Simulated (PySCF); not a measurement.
## input.py for SeF

File input.py (PySCF 2.14):

```python
from pyscf import gto, scf
from pyscf.prop.polarizability import uhf as pol

mol = gto.M(
    atom='Se 0 0 0; F 0 0 1.557',
    basis='cc-pvdz',
    charge=0,
    spin=1,
    verbose=4,
)
mf = scf.UHF(mol)
mf.kernel()
print('polarizability (a.u.)')
print(pol.Polarizability(mf).polarizability().round(4))
mf.dip_moment()
print('orbital energies (hartree):', [e[max(0, n-3):n+3].round(4) for e, n in zip(mf.mo_energy, mol.nelec)])
```

```bash
$ python input.py
```

The log (some set-up lines and the per-cycle HOMO/LUMO lines with their warnings removed):

```
PySCF version 2.14.0

[INPUT] verbose = 4
[INPUT] num. atoms = 2
[INPUT] num. electrons = 43
[INPUT] charge = 0
[INPUT] spin (= nelec alpha-beta = 2S) = 1
[INPUT] symmetry False subgroup None
[INPUT] Mole.unit = angstrom
[INPUT] Symbol           X                Y                Z      unit          X                Y                Z       unit  Magmom
[INPUT]  1 Se     0.000000000000   0.000000000000   0.000000000000 AA    0.000000000000   0.000000000000   0.000000000000 Bohr   0.0
[INPUT]  2 F      0.000000000000   0.000000000000   1.557000000000 AA    0.000000000000   0.000000000000   2.942303575948 Bohr   0.0

nuclear repulsion = 104.000145498728
number of shells = 11
number of NR pGTOs = 103
number of NR cGTOs = 41
basis = cc-pvdz
ecp = {}

******** <class 'pyscf.scf.uhf.UHF'> ********
method = UHF
initial guess = minao
damping factor = 0
level_shift factor = 0
DIIS = <class 'pyscf.scf.diis.CDIIS'>
diis_start_cycle = 1
diis_space = 8
diis_damp = 0
SCF conv_tol = 1e-09
SCF conv_tol_grad = None
SCF max_cycles = 50
direct_scf = True
direct_scf_tol = 1e-13
number electrons alpha = 22  beta = 21
Set gradient conv threshold to 3.16228e-05
init E= -2498.54127586109

cycle= 1 E= -2499.14969100204  delta_E= -0.608  |g|= 0.248  |ddm|=  1.1
cycle= 2 E= -2499.17227996821  delta_E= -0.0226  |g|= 0.11  |ddm|= 0.237
cycle= 3 E= -2499.17659134467  delta_E= -0.00431  |g|= 0.0313  |ddm|= 0.0725
cycle= 4 E= -2499.17713676793  delta_E= -0.000545  |g|= 0.00782  |ddm|= 0.0275
cycle= 5 E= -2499.17722649907  delta_E= -8.97e-05  |g|= 0.00305  |ddm|= 0.0124
cycle= 6 E= -2499.17724477204  delta_E= -1.83e-05  |g|= 0.0012  |ddm|= 0.00586
cycle= 7 E= -2499.17724797836  delta_E= -3.21e-06  |g|= 0.000343  |ddm|= 0.00295
cycle= 8 E= -2499.17724821785  delta_E= -2.39e-07  |g|= 0.000115  |ddm|= 0.000869
cycle= 9 E= -2499.17724824325  delta_E= -2.54e-08  |g|= 5.12e-05  |ddm|= 0.000243
cycle= 10 E= -2499.17724824885  delta_E= -5.6e-09  |g|= 1.43e-05  |ddm|= 0.000134
cycle= 11 E= -2499.17724824917  delta_E= -3.24e-10  |g|= 2.66e-06  |ddm|= 3.5e-05
Extra cycle  E= -2499.17724824918  delta_E= -4.55e-12  |g|= 1.29e-06  |ddm|= 2.36e-06
converged SCF energy = -2499.17724824918  <S^2> = 0.75942339  2S+1 = 2.0094013
polarizability (a.u.)
Isotropic polarizability 13.8263068905
Polarizability anisotropy 4.24144702159
[[12.5201  0.171   0.    ]
 [ 0.171  12.3075 -0.    ]
 [ 0.     -0.     16.6513]]
Dipole moment(X, Y, Z, Debye):  0.00000, -0.00000, -1.15397
orbital energies (hartree): [array([-0.6682, -0.416 , -0.3585,  0.129 ,  0.5188,  0.5709]), array([-0.6879, -0.6274, -0.339 ,  0.0132,  0.1506,  0.5396])]
```

In short: E(SCF) = -2499.177248 Eh, 11 cycles, ⟨S²⟩ = 0.759, μz(SCF) = -1.15 D, α(xx, yy, zz) = 12.5, 12.3, 16.7 bohr³.

Wall time 1.2 s on one thread of a shared host.

The bond length is a typed value, not an optimised one. No search for the lowest solution was made.
